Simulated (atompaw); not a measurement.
# What one change does to a pseudopotential (titanium, PAW (atompaw))

- Element: Ti
- Generator: atompaw 4.2.0.5
- Type: PAW
- Functional: PBE
- Relativity: scalar-relativistic
- Frozen core: [Ne]
- Valence charge: 12
- Reference configuration: 3s2 3p6 3d2 4s1 4p0 (charge +1)
- Partial waves: 3s (bound): rc 1.60 bohr; 4s (bound): rc 2.15 bohr; 3p (bound): rc 1.90 bohr; 4p (bound, empty): rc 2.15 bohr; 3d (bound): rc 2.15 bohr; 3d channel at 0.15 Ry: rc 2.15 bohr
- Local potential: bessel scheme, radius 1.65 bohr
- Core correction: smooth core density matched at 1.40 bohr
- Augmentation charge: besselshape compensation charge, radius 1.85 bohr; PAW radius 2.15 bohr; waves and projectors: custom polynom2 7 10 vanderbiltortho

Change: augmentation besselshape compensation charge, radius 1.85 bohr; PAW radius 2.15 bohr; waves and projectors: custom rrkj vanderbiltortho.

Cutoffs: the cutoffs (Ry, on a coarse ladder) from which the occupation-weighted sum of valence levels, in a spherical-Bessel basis at the reference potential, stays within 10 and 1 mRy of its value at 400 Ry; they do not see the model core or the augmentation charge, which bear on the density cutoff.

**Question.** What does the change do?

**Answer.** The potential gets harder (21 Ry and 25 Ry → 25 Ry and 40 Ry); neither file shows a bound ghost.

| quantity | base | changed |
| --- | --- | --- |
| cutoff, loose | 21 Ry | 25 Ry |
| cutoff, tight | 25 Ry | 40 Ry |
| bound ghosts | none | none |
| s: phases at 2.16 bohr within 0.05 rad from the reference energy up to (Ry; the scan ends near 5) | to the end of the scan | to the end of the scan |
| p: phases at 2.16 bohr within 0.05 rad from the reference energy up to (Ry; the scan ends near 5) | to the end of the scan | to the end of the scan |
| d: phases at 2.16 bohr within 0.05 rad from the reference energy up to (Ry; the scan ends near 5) | 2.2 | 2.5 |
| lowest overlap eigenvalue by channel | s 0.58, p 0.79, d 0.93 | s 0.10, p 0.68, d 0.42 |

 The cutoffs see the waves, projectors and local potential, not the compensation charge or the core.
